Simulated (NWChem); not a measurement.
## Total energies of HAl

```xyz
2

Al     0.0000     0.0000     0.1203
H      0.0000     0.0000    -1.5639
```
Charge 0, spin multiplicity 1.

The numbers come from NWChem runs, not from measurements. All single points use one geometry, from PBE/def2-SVP, a minimum by its harmonic frequencies.

Basis set: cc-pVDZ (23 functions).

```tsv
method	total energy (Ha)
RHF	-242.45385
MP2	-242.50560
B2PLYP	-242.85256
PBE	-242.82946
B3LYP	-242.99745
LDA (SVWN5)	-241.90169
CCSD(T)	-242.52852
```

Total energies of different functionals aren't comparable as a measure of quality: only differences taken within one method are. 

The correlated methods keep 5 core orbitals frozen. B3LYP has NWChem's definition, with VWN1-RPA local correlation. The structure started from a generated list of species. Coupled-cluster values serve here as a point of comparison, not as the truth.
